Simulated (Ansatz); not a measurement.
Correlation energies of `CO[SiH](O)[SiH](O)O` by basis set

```xyz
15

C     1.287   -1.045   -1.812
O     0.396    0.044   -1.718
Si    0.234    0.950   -0.355
O    -0.611    2.307   -0.734
Si   -1.046   -0.136    1.284
O    -0.309   -1.599    1.443
O    -1.016    0.624    2.749
H     2.308   -0.752   -1.540
H     0.979   -1.871   -1.163
H     1.291   -1.393   -2.847
H     1.613    1.283    0.122
H    -0.242    2.890   -1.401
H    -2.482   -0.294    0.893
H    -0.642   -2.196    2.116
H    -1.761    1.187    2.962
```

Total charge 0; spin multiplicity 1. All single points use the PBE0-D4/def2-TZVP geometry. It is one conformer, not always the lowest. Frozen core, restricted reference, Ansatz. CBS rows extrapolate triple and quadruple zeta; past MP2 they add the triple-zeta difference.

| basis | HF (Eh) | MP2 corr. |
| --- | --- | --- |
| def2-TZVPP | -920.21419 | -1.36646 |
| def2-QZVPP | -920.24984 | -1.47604 |

Q: Estimate the CCSD correlation energy and the (T) correction in each basis where they were run (hartree).

A: 
| basis | CCSD corr. | (T) |
| --- | --- | --- |
| def2-TZVPP | -1.40877 | -0.05050 |
| CBS(def2) | -1.59951 | as TZ |
